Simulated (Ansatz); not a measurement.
Job for Ansatz (a program for electronic structure): R-PBE0/def2-TZVPP on H2O (SMILES O).

Ansatz 0.2 input:
```yaml
crystal:
  periodic: [false, false, false]
  atoms:
    - {symbol: O, position_ang: [-0.00000000, 0.00000000, 0.38961139]}
    - {symbol: H, position_ang: [0.00000000, 0.76498632, -0.19485569]}
    - {symbol: H, position_ang: [0.00000000, -0.76498632, -0.19485569]}
basis:
  gaussian:
    orbitals: def2-TZVPP
hamiltonian:
  xc: {name: PBE0}
scf: {lower_state_search: off}
```

Output:

```
WARN ansatz: RAYON_NUM_THREADS=4 ignored (pool sized by the plan → 4); use --threads N
Functional definition: PBE0
these checks for a lower state are left out or cut short: stability, starts, cluster_reference, orbital_swaps, neighbouring_geometries, increment
integrals: 0.00 GiB planned
269 factors; their error is unknown
mean field: 0.10 GiB planned
mean field evaluation 1: about -2074.5267 eV, gradient 5.0e1 eV
mean field evaluation 2: about -2069.5928 eV, gradient 7.3e1 eV
mean field evaluation 4: about -2078.4201 eV, gradient 1.8e-1 eV
mean field evaluation 8: about -2078.4265 eV, gradient 1.8e-3 eV
mean field -2078.42649973 eV, -76.3807650569 hartree, gradient 2.0e-6 eV, S^2 0.000000; 0 other end points of the search recorded, 0 dependent functions left out
reference -2078.42651430 eV, -76.3807655924 hartree; 5, 5 occupied and 54, 54 virtual orbitals, 269 factors
Total energy: -2078.42651430 eV, -76.3807655924 hartree
Checks for a lower state left out: stability, starts, cluster_reference, orbital_swaps, neighbouring_geometries, increment
```

The calculation finished and met its thresholds.

Cost: around 0.16 core-seconds (rough).
